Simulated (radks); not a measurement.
Question: Isoelectronic series with 42 electrons, each ion in its NIST ground configuration. Calculated with a radial shooting solver on a logarithmic mesh with Libxc functionals: scalar-relativistic Kohn-Sham, PBE, spin-polarised, spherical densities, finite nucleus; open shells are filled with parallel spins first (spin-orbit coupling, left out, can overturn this in heavy ions); Fermi nuclear charge, rms radius of each element as measured or else 0.836 A^(1/3) + 0.57 fm. Total energies (hartree) and mean radii <r> (bohr):

ion   configuration  E (hartree)  4d up  4p down   4p up
Mo     [Kr] 4d5 5s1  -4048.73208  1.967    1.232   1.244
Tc+    [Kr] 4d5 5s1  -4285.42600  1.658    1.167   1.176
Ru2+       [Kr] 4d6  -4529.84944  1.514    1.118   1.122
Rh3+       [Kr] 4d6  -4781.96429  1.361    1.063   1.065
Ag5+       [Kr] 4d6  -5309.21994  1.153   0.9651  0.9659
Cd6+       [Kr] 4d6  -5584.40390  1.076   0.9225  0.9228
In7+       [Kr] 4d6  -5867.33468  1.011   0.8834  0.8835

Estimate the row of Pd4+ ([Kr] 4d6).

Answer: E (hartree) -5041.74748; 4d up 1.245; 4p down 1.012; 4p up 1.013.
